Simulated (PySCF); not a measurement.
## `F/C=C/c1ccc(F)cc1`: 4 charge schemes on one density

C8H6F2.
Atom-mapped SMILES: `[F:1]/[CH:2]=[CH:3]/[c:4]1[cH:5][cH:6][c:7]([F:8])[cH:9][cH:10]1` (hydrogens: H11 on C2; H12 on C3; H13 on C5; H14 on C6; H15 on C9; H16 on C10)

Cartesian coordinates in Å at the GFN2-xTB level; atoms count from 1:
```
atom  x, y, z in Å
F1    -4.050   -0.591   -0.046
C2    -2.726   -0.768    0.086
C3    -1.878    0.219   -0.175
C4    -0.429    0.161   -0.075
C5     0.308    1.304   -0.396
C6     1.687    1.312   -0.321
C7     2.337    0.159    0.081
F8     3.683    0.155    0.158
C9     1.639   -0.991    0.408
C10    0.261   -0.984    0.328
H11   -2.492   -1.769    0.414
H12   -2.294    1.165   -0.497
H13   -0.209    2.198   -0.709
H14    2.259    2.193   -0.569
H15    2.178   -1.873    0.718
H16   -0.281   -1.881    0.584
```

Density: PBE0/pcSseg-1 (PySCF); schemes: Mulliken, IAO, Hirshfeld and ESP-fitted. The structure is a single GFN2-xTB conformer in the gas phase; no vibrational or solvent corrections.

Problem. Which atoms carry the highest charge in the Mulliken, IAO, Hirshfeld and ESP-fitted schemes?

Solution. All schemes agree: Mulliken C7 (+0.332); IAO C7 (+0.294); Hirshfeld C7 (+0.089); ESP-fitted C7 (+0.387).

Problem. Which atoms carry the lowest charge in the Mulliken, IAO, Hirshfeld and ESP-fitted schemes?

Solution. The schemes don't all agree: Mulliken F8 (-0.283); IAO F8 (-0.269); Hirshfeld F1 (-0.087); ESP-fitted C3 (-0.365).

Problem. For which atoms does the sign change between the 4 schemes (beyond +0.03 e in one, beyond −0.03 e in another)?

Solution. C4.

Problem. Tabulate the Mulliken, IAO, Hirshfeld and ESP-fitted charges.

Solution. In e:

```tsv
atom	environment	Mulliken	IAO	Hirshfeld	ESP-fitted
F1	vinyl fluorine	-0.280	-0.265	-0.087	-0.164
C2	vinylic C–F carbon	+0.286	+0.147	+0.045	+0.099
C3	alkene CH carbon	-0.134	-0.203	-0.077	-0.365
C4	substituted aromatic carbon	-0.219	-0.006	-0.006	+0.101
C5	aromatic CH carbon	-0.020	-0.143	-0.042	-0.121
C6	aromatic CH carbon	-0.132	-0.189	-0.065	-0.326
C7	aromatic C–F carbon	+0.332	+0.294	+0.089	+0.387
F8	aryl fluorine	-0.283	-0.269	-0.086	-0.208
C9	aromatic CH carbon	-0.128	-0.187	-0.064	-0.296
C10	aromatic CH carbon	-0.009	-0.143	-0.043	-0.165
H11	vinylic hydrogen	+0.099	+0.151	+0.060	+0.144
H12	vinylic hydrogen	+0.103	+0.165	+0.053	+0.213
H13	aromatic hydrogen	+0.082	+0.155	+0.055	+0.150
H14	aromatic hydrogen	+0.110	+0.172	+0.059	+0.197
H15	aromatic hydrogen	+0.108	+0.171	+0.058	+0.190
H16	aromatic hydrogen	+0.085	+0.150	+0.052	+0.165
```

Mean size of the charges over all atoms: ESP-fitted 0.206 e, IAO 0.176 e, Mulliken 0.151 e, Hirshfeld 0.059 e. Each set sums to the total charge, 0, to within 0.001 e. The Hirshfeld scheme divides the density at each point in proportion to the densities of the neutral, spherically averaged free atoms. The ESP scheme is a least-squares fit of atom-centred charges to the potential on four shells outside the van der Waals surface, with the total charge fixed.

Problem. How many electrons does the Hirshfeld scheme count on C10?

Solution. Z − q = 6 − (-0.043) ≈ 6.044.

Problem. Sum the charges by element.

Solution. 
```json
{"element": "F", "atoms": "2", "Mulliken": "-0.563", "IAO": "-0.534", "Hirshfeld": "-0.173", "ESP-fitted": "-0.372"}
{"element": "C", "atoms": "8", "Mulliken": "-0.024", "IAO": "-0.430", "Hirshfeld": "-0.163", "ESP-fitted": "-0.687"}
{"element": "H", "atoms": "6", "Mulliken": "+0.587", "IAO": "+0.964", "Hirshfeld": "+0.337", "ESP-fitted": "+1.058"}
```

Problem. How closely do the schemes follow one another over all atoms?

Solution. Correlation coefficient and root-mean-square difference: IAO with Hirshfeld 1.00, 0.125 e; Hirshfeld with ESP-fitted 0.95, 0.166 e; IAO with ESP-fitted 0.94, 0.078 e; Mulliken with IAO 0.87, 0.092 e; Mulliken with Hirshfeld 0.87, 0.128 e; Mulliken with ESP-fitted 0.75, 0.149 e.

The run behind these numbers computed NMR shieldings as well. The run took 38 s (grids of density and orbitals included) on one thread, Arm Neoverse V1 (aarch64), no GPU, shared host with 32 logical CPUs at a one-minute load of 45, and the process peaked at 0.87 GiB of memory.
